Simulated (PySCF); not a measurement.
Property card for `O=C[SiH2][SiH3]`

CH₆OSi₂.
SMILES with atom numbers: `[O:1]=[CH:2][SiH2:3][SiH3:4]` (hydrogens: H5 on C2; H6, H7 on Si3; H8, H9, H10 on Si4)

Structure used (GFN2-xTB), in Å, numbered top down from 1:
```
atom  x, y, z in Å
O1     1.4722   -1.7293   -0.2451
C2     1.7321   -0.5541   -0.3203
Si3    0.4285    0.8159    0.0128
Si4   -1.6258   -0.2198    0.2160
H5     2.7678   -0.2497   -0.5862
H6     0.6195    1.7667   -1.0915
H7     0.9543    1.5040    1.2004
H8    -1.7735   -1.3501   -0.7006
H9    -1.8594   -0.7052    1.5789
H10   -2.7067    0.7262   -0.0870
```

Among its groups: Si–H bond and C–Si bond.

**GFN2-xTB geometry**

| Property | Result |
| --- | --- |
| Rotational constants A, B, C of the GFN2-xTB geometry | 6.699, 2.678, 1.999 GHz |

From CAM-B3LYP/def2-SVPD ground state and vertical TDDFT (core frozen in the response) (PySCF):

| Quantity | Value |
| --- | --- |
| Dipole moment | 2.22 D |
| HOMO energy | -8.51 eV |
| LUMO energy | -0.38 eV |
| HOMO–LUMO gap | 8.13 eV |
| Lowest singlet excitation | 3.29 eV (377 nm, f = 0.000) |
| Lowest triplet excitation (Tamm–Dancoff) | 2.61 eV |
| Static isotropic polarisability | 72.5 au |
| Electronic spatial extent ⟨r²⟩ about the centre of nuclear charge | 624 bohr² |

From PBE0/pcSseg-1 ground state and GIAO shieldings, non-relativistic (PySCF):

| Quantity | Value |
| --- | --- |
| Lowest Hirshfeld atomic charge | -0.21 e on O1 |
| Highest Hirshfeld atomic charge | +0.24 e on Si3 |
| 13C chemical shifts (computed TMS as zero) by class | 246.0 (C2) ppm |
| 1H chemical shifts (computed TMS as zero) by class | 12.50 (H5), 4.29 (H6/H7), 3.49 (H8/H9/H10) ppm |
| Isotropic shieldings of nuclei other than C and H, by class | -611 (O1), 430 (Si3), 472 (Si4) ppm |
| Mayer bond orders between heavy atoms | O1–C2 1.96, C2–Si3 0.84, Si3–Si4 0.90 |

Monoisotopic mass from the formula: 89.9957 u.

The 8 singlets span 3.29 to 7.63 eV, and their oscillator strengths add up to 0.22. The largest Löwdin shares of the LUMO are 0.38 on C2, 0.34 on O1, 0.14 on Si3 and 0.06 on H5. With B = h/(8π²I), that is 505.379 GHz u Å² over I, the principal moments of inertia are 75.4, 188.7 and 252.8 u Å² (most abundant isotopes); the inertial defect Ic − Ia − Ib is -11.3 u Å² (zero for a rigid planar frame, negative otherwise). S1 lies 4.84 eV below the HOMO–LUMO gap; its leading configuration is HOMO→LUMO, weight 0.96. The rotational constants make it an asymmetric top with κ = (2B − A − C)/(A − C) = -0.71, nearer the prolate limit (−1). The dipole matches unit charges of opposite sign 0.46 Å apart (1 e·Å = 4.8032 D). The vertical singlet–triplet gap S1 − T1 is 0.68 eV (TDDFT singlet less Tamm–Dancoff triplet; S1: HOMO→LUMO, weight 0.96; T1: HOMO→LUMO, weight 0.95). The polarisability is 10.74 Å³ as a volume (1 au = 0.148185 Å³), or 1.51 au for each of the 48 electrons.

Geometry: GFN2-xTB, one conformer, isolated molecule. NMR classes are plain means over equivalent atoms (diastereotopic ones count apart unless rotation or inversion swaps them), as if these changed places fast; in this geometry the members of some classes differ.
